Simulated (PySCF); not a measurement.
LaOCl, singlet: structure and spectrum

All numbers come from PBE0/[La def2-TZVP with ECP46, O def2-TZVP, Cl def2-TZVP], scalar-relativistic core potentials, density fitting, no spin–orbit coupling, PySCF.

The structure is a minimum.

Z-matrix (Å, degrees; charge 0 multiplicity 1):
```
La
O  1 1.9145
Cl 1 2.6665 2 112.99
```

```json
{
 "Point group": "Cs",
 "Bond lengths": "La–Cl 2.667 Å, La–O 1.914 Å",
 "Bond angles": "Cl–La–O 113.0°",
 "Entropy at 298.15 K and 1 bar": "303.2 J/(mol K)",
 "Principal polarisabilities": "34.8, 48.5, 71.5 bohr³",
 "Rotational symmetry number": "1",
 "Principal quadrupole moments (Buckingham, traceless) about the centre of mass": "-22.36, 7.69, 14.67 D Å",
 "Zero-point energy": "7.4 kJ/mol",
 "Enthalpy at 298.15 K above 0 K": "13.02 kJ/mol",
 "Lowest empty level": "-2.12 eV",
 "Highest occupied level": "-6.93 eV",
 "Dipole moment": "8.04 D",
 "Heat capacity Cp at 298.15 K": "51.0 J/(mol K)",
 "Rotational constants": "0.4268, 0.07368, 0.06284 cm⁻¹"
}
```

Harmonic modes (masses in u: La 138.906, O 15.995, Cl 34.969):
```tsv
symmetry	ω (cm⁻¹)	IR (km/mol)	type
a'	128	19.5	bend
a'	298	84.4	stretch
a'	804	235	stretch
```

Charges (e):
```tsv
atom	Mulliken	Löwdin	polar tensor	Mayer order to La1
La1	1.13	0.69	1.86	–
O2	-0.61	-0.47	-1.07	2.09
Cl3	-0.52	-0.21	-0.78	0.84
```

Mulliken populations on La1 (electrons outside its core potential): s 2.07, p 6.08, d 1.58, f 0.14.

Outer orbital energies (eV). occupied: -20.41, -19.52, -8.52, -8.04, -8.00, -7.59, -7.34, -6.93; empty: -2.12, -1.29, -1.23, -0.14.

Formally La is in oxidation state +3, with 0 electrons left for the f, d and s shells; the Mulliken f population is 0.14.

This need not be the most stable arrangement of these atoms.

The final relaxation and frequency run took about 80 core-seconds on a shared host.
